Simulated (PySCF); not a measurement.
# Splitting trees

Mapped SMILES: `[BH2:1][N:2]([BH2:3])[CH2:4][CH3:5]`; H(Xn) means a hydrogen on atom n.

How the numbers were obtained: NMR shieldings at PBE0/pcSseg-1/GIAO, geometry: PBE0-D3(BJ)/def2-SVP, couplings computed with B3LYP/pcJ-1 (spin–dipole term only in couplings to heteroatoms), in PySCF 2.14.0 with density-fitted response routines (one computed conformer, fast rotation and ring inversion assumed for equivalent nuclei, no relativistic terms, no solvent model).

Scale: 1H, 13C vs TMS (reference shieldings calculated alike).

Spectrometer: 400 MHz for 1H. First-order analysis; couplings under 1 Hz (under 4 Hz in carbon signals) are ignored, and nearly equal couplings are merged; the smaller ones broaden or split the lines further.

Question: What pattern does H(C4) show (1H)?

Answer: A quartet at δ 3.48: 8.0 Hz to H(C5) (3 × 1H, 3 bonds away). Lines in Hz from the centre (relative intensity): +12.0 (1), +4.0 (3), -4.0 (3), -12.0 (1). The outer lines are 24.0 Hz apart, the sum of the couplings kept, or 0.060 ppm at this field.

Question: What pattern does C5 show in the proton-coupled 13C spectrum?

Answer: A quartet at δ 23.4: 133.3 Hz to H(C5) (3 × 1H, 1 bond away). Lines in Hz from the centre (relative intensity): +199.9 (1), +66.7 (3), -66.7 (3), -199.9 (1). The outer lines are 399.9 Hz apart, the sum of the couplings kept, or 3.976 ppm at this field.

Question: What pattern does H(C5) show (1H)?

Answer: A triplet at δ 1.22: 8.0 Hz to H(C4) (2 × 1H, 3 bonds away). Lines in Hz from the centre (relative intensity): +8.0 (1), +0.0 (2), -8.0 (1). The outer lines are 16.0 Hz apart, the sum of the couplings kept, or 0.040 ppm at this field.

Hydrogens on boron are broadened and split by 11B (spin 3/2, 80 %) and 10B (spin 3). Unscaled 3J(H,H) at this level run about 10 % above measured values.
